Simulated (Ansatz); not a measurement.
Saddle point of Si4NH13, singlet (Si₄H₁₀ ([SiH3][SiH]([SiH3])[SiH3]) + NH₃ → Si₃NH₉ ([NH2][SiH]([SiH3])[SiH3]) + SiH₄; bonds formed: Si1–N7, Si2–H6; bonds broken: Si1–Si2, H6–N7), PBE0-D4/def2-TZVP structure:

Si1  (-0.144, 1.248, -0.057)
Si2  (0.493, -1.997, 0.239)
Si3  (-0.267, 0.456, -2.246)
Si4  (-1.640, 0.362, 1.486)
H5  (-0.114, 2.751, -0.019)
H6  (1.525, -0.103, 0.568)
N7  (1.600, 0.993, 0.583)
H8  (1.723, -2.805, -0.096)
H9  (-0.499, -2.487, -0.777)
H10  (0.010, -2.635, 1.513)
H11  (-0.593, 1.594, -3.156)
H12  (1.048, -0.094, -2.671)
H13  (-1.334, -0.564, -2.349)
H14  (-0.928, 0.109, 2.767)
H15  (-2.714, 1.364, 1.764)
H16  (-2.261, -0.875, 0.958)
H17  (2.336, 1.334, -0.031)
H18  (1.759, 1.347, 1.523)
(Å)

Energies are electronic, without zero-point energy. Barriers and step energies count from the start structure reached by relaxing down the imaginary mode; all methods use the PBE0-D4 structures, on which another method's saddle can fall below an end. Program: Ansatz 0.2.0. Basis: def2-TZVPP, with def2-QZVPP for the basis limit. Cores are frozen in the correlated methods. B3LYP uses VWN-RPA correlation. Extrapolation: Hartree–Fock as exp(−7.88 √X), correlation as X^−2.97.

```
      method  barrier (eV)  step energy (eV)
       SPW92         1.179             0.071
      PBE-D4         1.459             0.084
     BLYP-D4             ?            -0.084
   r2SCAN-D4         1.630            -0.016
      B97M-V         1.773            -0.003
     PBE0-D4         1.600             0.040
    B3LYP-D4         1.681            -0.112
  r2SCAN0-D4         1.706            -0.037
    BHLYP-D4         1.845            -0.158
CAM-B3LYP-D4         1.777            -0.190
     wB97X-V         1.849            -0.104
     wB97M-V             ?            -0.110
      B2PLYP             ?            -0.157
    PBE-QIDH         1.761            -0.038
  RPA on PBE         1.831            -0.118
          HF         2.317            -0.360
         MP2         1.811            -0.108
        CCSD         1.915            -0.127
     CCSD(T)         1.820            -0.082
```

(1) Fill in the withheld barriers. (Judge from chemistry; the value comes from the calculation.)

No T1 diagnostic of these runs exceeds 0.015.

Results:

(1) The calculation gives: BLYP-D4 1.563; wB97M-V 1.710; B2PLYP 1.826 eV. Each is the energy of the saddle less that of the start structure, by the same method.

For comparison, the barrier by CCSD(T) at an estimated basis limit (MP2 extrapolated from triple and quadruple zeta, plus CCSD(T) − MP2 in triple zeta) is 1.796 eV.

Labels in which every atom is bracketed show which atoms are joined, not bond orders.

For scale, one of the runs: CCSD(T)/def2-TZVPP, 381 basis functions, launched by `ansatz run in.yaml --threads 2 --pin off --events-out ev --progress --plain --max-ram 32768MiB --backend cuda --devices 0, --max-vram 18GiB`. Hardware: 2 CPU threads of an AMD EPYC 7R13 and a share of one NVIDIA H100, shared host. Wall time 28 s; peak host memory 0.95 GiB.
